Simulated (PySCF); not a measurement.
Electron correlation in Cl (chlorine, neutral)

[Ne] 3s1 3p6, 2S determinant (an excited configuration). Computed with PySCF 2.14 in aug-cc-pwCVDZ (6s5p3d, 36 functions), with no relativity, point nucleus. Frozen: [Ne]; 7 electrons correlated.

```tsv
level	correlation energy (mhartree)
CCSD	-294.20
(T)	-20.01
CCSD(T)	-314.21
CCSDT	-312.27
```

Diagnostics: T1 = 0.020, D1 = 0.0413, largest double amplitude 0.225.

A double-excitation amplitude exceeds 0.15, a sign of near-degeneracy.

Cost of the coupled-cluster step: of the order of 0.9 core-seconds, for 7 correlated electrons.
